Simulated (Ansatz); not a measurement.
Input and output for AlFH$_{4}$SSi (`F[SiH]([AlH2])S`).

```yaml
crystal:
  periodic: [false, false, false]
  atoms:
    - {symbol: F, position_ang: [-1.320745, -2.078773, 0.541150]}
    - {symbol: Si, position_ang: [-0.432294, -0.709679, 1.109169]}
    - {symbol: Al, position_ang: [-0.147346, 1.309528, -0.570514]}
    - {symbol: S, position_ang: [1.479191, -0.682998, -0.257354]}
    - {symbol: H, position_ang: [-0.145650, -0.613502, 2.360070]}
    - {symbol: H, position_ang: [-0.643708, 1.035163, -1.987364]}
    - {symbol: H, position_ang: [0.407901, 2.470823, 0.209354]}
    - {symbol: H, position_ang: [0.964644, -1.143587, -1.349864]}
basis:
  gaussian: {orbitals: STO-3G}
hamiltonian: {xc: {name: RPBE}}
```

```sh
$ ansatz run in.yaml --threads 2 --pin off --events-out ev --progress --plain --max-ram 4352MiB
```

It prints (some lines left out):

```
Functional definition: RPBE
  name "RPBE"
  cite "Hammer, Hansen & Nørskov, Phys. Rev. B 59, 7413 (1999) doi:10.1103/PhysRevB.59.7413"
  cite "Perdew, Burke & Ernzerhof, Phys. Rev. Lett. 77, 3865 (1996) doi:10.1103/PhysRevLett.77.3865"
  parameter kappa = 0.804
  parameter beta = 0.06672455060314922
  exchange = rpbe_x(kappa = kappa, mu = beta*pi^2/3)
  correlation = pbe_c(beta = beta)
413 factors; integrals over basis functions are off by at most 3.1e-5 eV
mean field evaluation 1: about -27755.6801 eV, gradient 2.5e1 eV
mean field evaluation 2: about -27746.7690 eV, gradient 6.3e1 eV
mean field evaluation 4: about -27757.9401 eV, gradient 5.8e0 eV
mean field evaluation 8: about -27758.0429 eV, gradient 9.4e-2 eV
mean field -27758.04295395 eV, -1020.0892634803 hartree, gradient 3.0e-5 eV, S^2 0.000000; 0 other end points of the search recorded, 0 dependent functions left out
reference -27758.04297332 eV, -1020.0892641921 hartree; 28, 28 occupied and 8, 8 virtual orbitals, 413 factors
Total energy: -27758.04297332 eV, -1020.0892641921 hartree
```

Run time 0.5 s (2 threads of an Arm Neoverse V2 on a shared host); peak host memory 0.08 GiB.
